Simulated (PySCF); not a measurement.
Isomers of C6H15NSi and their computed core-level spectra.

Method: PySCF, delta-SCF UKS SCAN, pcX-2 on the ionised atom, pcseg-1 elsewhere, spin-free X2C. Geometries: PBE0-D3(BJ)/def2-SVP; isolated species, one conformer each.

Line lists (1s up to Mg, 2p3/2 beyond; areas count atoms within a level, one atom standing for each set equivalent by bonding):
1. C 1s: 290.18 (area 1), 290.47 (area 3), 290.87 (area 1), 291.28 (area 1) eV; N 1s: 404.52 eV; Si 2p3/2: 106.16 eV
2. C 1s: 289.93 (area 1), 290.27 (area 1), 290.28 (area 1), 290.55 (area 1), 291.12 (area 1), 291.14 (area 1) eV; N 1s: 403.75 eV; Si 2p3/2: 106.29 eV
3. C 1s: 289.76 (area 1), 290.30 (area 1), 290.31 (area 1), 290.34 (area 1), 290.37 (area 1), 291.12 (area 1) eV; N 1s: 404.00 eV; Si 2p3/2: 106.35 eV

Structures:
A. `C/N=C\[SiH2]C(C)(C)C`
B. `CC(C)[C@@H]1CN[SiH2]C1`
C. `CCCN1CCC[SiH2]1`

Q: Match each list to its structure.

A: 
- 1 = A: no other candidate has these counts of sites. C 1s: 290.18 sp3 carbon bound to silicon, 290.47 methyl carbon (×3), 290.87 C=N carbon, 291.28 N-methyl carbon; N 1s: 404.52 C=N nitrogen; Si 2p3/2: 106.16 SiH2 silicon.
- 2 = C: another candidate has the same counts of sites, so positions decide. C 1s: 289.93 sp3 carbon bound to silicon, 290.27 chain CH2 carbon, 290.28 methyl carbon, 290.55 ring CH2 carbon, 291.12 sp3 carbon bound to nitrogen, 291.14 sp3 carbon bound to nitrogen; N 1s: 403.75 silicon-bound nitrogen; Si 2p3/2: 106.29 SiH2 silicon.
- 3 = B: another candidate has the same counts of sites, so positions decide. C 1s: 289.76 sp3 carbon bound to silicon, 290.30 sp3 CH carbon, 290.31 methyl carbon, 290.34 methyl carbon, 290.37 sp3 CH carbon, 291.12 sp3 carbon bound to nitrogen; N 1s: 404.00 silicon-bound nitrogen; Si 2p3/2: 106.35 SiH2 silicon.

Spin–orbit coupling isn't in the SCF: each 2p doublet comes from a relaxed spin-free hole plus a matrix of the shell (mean-field spin–orbit coupling and the ground-state 2p splitting), with 2p3/2 averaged over its two sublevels.
